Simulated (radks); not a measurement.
Values are calculated unless marked as measured or tabulated.
Question: Tm2+, 67 electrons, occupied as [Kr] 4d10 4f13 5s2 5p5.75 5f0.25 (fractional occupations, a model configuration). Level of theory: scalar-relativistic Kohn-Sham, exchange-only PBE, spin-polarised, spherical densities, point nucleus; open shells are filled with parallel spins first (spin-orbit coupling, left out, can overturn this in heavy ions) (a radial shooting solver on a logarithmic mesh with Libxc functionals). Some entries of the table are withheld. Estimate them.

orbital,occ.,eigenvalue (hartree),<r> (bohr)
1s up,1,-2179.581,0.02001
1s down,1,-2179.580,0.02001
2s up,1,-368.2092,0.08487
2s down,1,-368.2085,0.08487
2p up,3,-325.1477,0.07541
2p down,3,-325.1468,0.07541
3s up,1,-83.19602,0.2210
3s down,1,-83.17900,0.2209
3p up,3,-70.15997,0.2203
3p down,3,-70.14287,0.2203
3d up,5,-54.07570,0.1999
3d down,5,-54.06256,0.1998
4s up,1,-16.85982,0.4979
4s down,1,-16.82370,0.4979
4p up,3,-12.57784,0.5286
4p down,3,-12.54221,0.5286
4d up,5,-6.89559,0.5718
4d down,5,-6.86019,0.5719
5s up,1,-2.55377,1.226
5s down,1,-2.52788,1.228
5p up,3,-1.57208,1.457
5p down,2.75,-1.55069,1.462
4f up,7,-0.70369,0.7945
4f down,6,-0.67028,0.8004
6s up,0,-0.59674,(1)
6s down,0,-0.58040,(2)
5d up,0,-0.53457,2.438
5d down,0,-0.52009,2.421
6p up,0,-0.42610,(3)
6p down,0,-0.40234,(4)
5f up,0.25,-0.18363,6.824

Answer: 
(1) 6s up <r> (bohr): 3.274
(2) 6s down <r> (bohr): 3.227
(3) 6p up <r> (bohr): 4.067
(4) 6p down <r> (bohr): 3.963
